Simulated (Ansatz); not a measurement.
Consider the silylene loss: `[SiH3]S[SiH]1CO1` → `S[SiH]1CO1` + `[SiH2]`.

Gas-phase electronic energies from Ansatz, PBE0-D4/def2-TZVP geometries. CCSD(T)/CBS adds triple-zeta CCSD(T) − MP2 to the extrapolated MP2 energy (def2 sets, frozen cores). This one scheme is used for every species. One conformer a species, not always the lowest.

```
             level  ΔE (kcal/mol)
SCS-MP2/def2-TZVPP           71.4
    CCSD/CBS(def2)           69.8
```

(1) What does CCSD(T)/CBS give? (Estimate.)

Largest T1 diagnostic among the species: 0.014.

## Answers

(1) Computed: +71.2 kcal/mol. The listed levels differ from it by 0.2, -1.4 kcal/mol.

The D4 term adds +3.7 kcal/mol with B3LYP and +2.0 kcal/mol with PBE0; it sums over pairs of atoms, weighted by their polarisabilities, and B3LYP, whose exchange is more repulsive, gets the larger term. From PBE to PBE0 (25 % exact exchange), in def2-TZVPP and without D4, ΔE moves by +2.5 kcal/mol.

B3LYP here is the variant with VWN-RPA as its local correlation; programs differ in this.
